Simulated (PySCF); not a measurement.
2-bromo-1,1-difluoroethane (C2H3BrF2), SMILES FC(F)CBr.

The structure is a stationary point at PBE-D3(BJ)/def2-SVP. Other conformers were not sampled.

All values below come from PBE-D3(BJ)/def2-SVP (PySCF).

Frequencies are harmonic and unscaled.

| mode | ν (cm⁻¹) | IR (km/mol) | moving atoms (share of kinetic energy) |
|---|---|---|---|
| 1 | 98 | 3.1 | F 47 %, C 29 %, H 14 %, Br 10 % |
| 2 | 172 | 2.9 | F 39 %, C 29 %, Br 21 %, H 11 % |
| 3 | 319 | 1.5 | F 63 %, Br 21 %, C 13 % |
| 4 | 444 | 12.7 | C 35 %, F 34 %, H 31 % |
| 5 | 544 | 3.9 | F 70 %, C 19 %, H 9 % |
| 6 | 700 | 25.5 | C 69 %, H 16 %, F 8 % |
| 7 | 828 | 3.9 | H 48 %, C 36 %, F 15 % |
| 8 | 986 | 27.9 | H 58 %, C 34 % |
| 9 | 1069 | 166.3 | C 56 %, F 33 %, H 12 % |
| 10 | 1114 | 90.2 | C 50 %, H 37 %, F 13 % |
| 11 | 1171 | 40.6 | H 52 %, C 35 %, F 13 % |
| 12 | 1193 | 3.5 | H 76 %, C 22 % |
| 13 | 1330 | 13.8 | H 78 %, C 21 % |
| 14 | 1366 | 34.2 | H 72 %, C 27 % |
| 15 | 1389 | 28.9 | H 84 %, C 16 % |
| 16 | 2986 | 34.0 | H 92 %, C 8 % |
| 17 | 3036 | 4.8 | H 95 % |
| 18 | 3116 | 0.1 | H 90 %, C 10 % |
